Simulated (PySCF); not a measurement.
C₃H₉NSi, SMILES C=CN(C)[SiH3]. The structure is a stationary point at PBE-D3(BJ)/def2-SVP. The values are those of a single conformer.

Computed equilibrium geometry at PBE-D3(BJ)/def2-SVP (PySCF confirms it by a frequency run) as bond lengths and angles (one conformer of several):
Atoms: C1 C2 N3 C4 Si5 H6 H7 H8 H9 H10 H11 H12 H13 H14. Bond lengths (Å): C1–C2 1.355, C1–H6 1.102, C1–H7 1.098, C2–N3 1.394, C2–H8 1.106, N3–C4 1.458, N3–Si5 1.771, C4–H9 1.107, C4–H10 1.114, C4–H11 1.112, Si5–H12 1.503, Si5–H13 1.508, Si5–H14 1.502. Bond angles (°): C2–C1–H6 123.0, C2–C1–H7 119.8, H6–C1–H7 117.2, C1–C2–N3 127.2, C1–C2–H8 119.2, N3–C2–H8 113.5, C2–N3–C4 117.2, C2–N3–Si5 120.4, C4–N3–Si5 122.0, N3–C4–H9 110.3, N3–C4–H10 112.8, N3–C4–H11 110.6, H9–C4–H10 107.7, H9–C4–H11 107.5, H10–C4–H11 107.7, N3–Si5–H12 109.5, N3–Si5–H13 113.1, N3–Si5–H14 105.9, H12–Si5–H13 108.0, H12–Si5–H14 111.2, H13–Si5–H14 109.1.
